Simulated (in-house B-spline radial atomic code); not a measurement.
## Ne⁶⁺: [He] 2s2

All numbers are computed (non-relativistic LC-wPBE, spin-polarised, spherical fractional occupations, exact exchange averaged over the configuration; point nucleus) with a B-spline radial code for spherical atoms, not measured.

Screening seen three ways: the hydrogenic charge with the same mean radius, Z_r = [3n² - l(l+1)]/(2<r>), the one with the same energy, Z_e = n√(-2ε), and Slater's rules. Values are occupation-weighted means over spin.

```json
{"shell": "1s", "electrons": "2", "ε (eV)": "-1046.7", "<r> (bohr)": "0.1572", "Z_r": "9.54", "Z_e": "8.77", "Slater": "9.70"}
{"shell": "2s", "electrons": "2", "ε (eV)": "-198", "<r> (bohr)": "0.7095", "Z_r": "8.46", "Z_e": "7.63", "Slater": "7.95"}
```

The least bound orbital is 2s at -198 eV, and it is also the most diffuse (<r> = 0.7095 bohr).
